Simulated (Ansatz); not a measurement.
All values below come from frozen-core CCSD(T)/cc-pVTZ // PBE0-D3(BJ)/def2-TZVP in Ansatz (an electronic-structure program).

Ansatz 0.2 input:
```yaml
crystal:
  periodic: [false, false, false]
  atoms:
    - { symbol: C, position_ang: [1.107373, -0.05203, 0.035404] }
    - { symbol: B, position_ang: [-0.462652, -0.100495, 0.056596] }
    - { symbol: O, position_ang: [-1.100425, -1.150036, 0.64481] }
    - { symbol: O, position_ang: [-1.252173, 0.873151, -0.502033] }
    - { symbol: H, position_ang: [1.482956, -0.112888, -0.991549] }
    - { symbol: H, position_ang: [1.484583, 0.888297, 0.449621] }
    - { symbol: H, position_ang: [1.547995, -0.873388, 0.600891] }
    - { symbol: H, position_ang: [-2.056602, -1.0645, 0.584621] }
    - { symbol: H, position_ang: [-0.751249, 1.586717, -0.899676] }
basis:
  gaussian: { orbitals: cc-pVTZ }
correlation:
  method: ccsd_t
```

Output:

```
Functional definition: HF
1106 factors; integrals over basis functions are off by at most 9.6e-4 eV
mean field evaluation 1: about -5857.2630 eV, gradient 4.7e1 eV
mean field evaluation 2: about -5857.2641 eV, gradient 4.7e1 eV
mean field evaluation 4: about -5861.3533 eV, gradient 3.4e0 eV
mean field evaluation 8: about -5861.3935 eV, gradient 1.9e-4 eV
mean field evaluation 16: about -5861.3924 eV, gradient 2.0e-1 eV
mean field -5861.39348928 eV, -215.4022377358 hartree, gradient 1.7e-6 eV, S^2 0.000000; 0 other end points of the search recorded, 0 dependent functions left out
4 core orbitals not correlated
reference -5861.39348928 eV, -215.4022377358 hartree; 12, 12 occupied and 174, 174 virtual orbitals, 1106 factors
second order -20.68657604 eV of doubles, -0.00000000 eV of singles
cycle   1  -20.79084192 eV  change   -1.0e-1 eV  update   8.7e-2
cycle   2  -21.22146660 eV  change   -4.3e-1 eV  update   2.4e-2
cycle   3  -21.31643313 eV  change   -9.5e-2 eV  update   1.3e-2
cycle   4  -21.30369816 eV  change    1.3e-2 eV  update   2.9e-3
cycle   5  -21.30361295 eV  change    8.5e-5 eV  update   1.3e-3
cycle   6  -21.30392312 eV  change   -3.1e-4 eV  update   3.5e-4
cycle   7  -21.30369345 eV  change    2.3e-4 eV  update   1.2e-4
cycle   8  -21.30365511 eV  change    3.8e-5 eV  update   3.3e-5
cycle   9  -21.30366706 eV  change   -1.2e-5 eV  update   1.0e-5
perturbative correction -0.76671186 eV, -0.0281761412 hartree
Total energy: -5883.46386820 eV, -216.2133092014 hartree
```

Cost: very roughly 120 core-seconds.
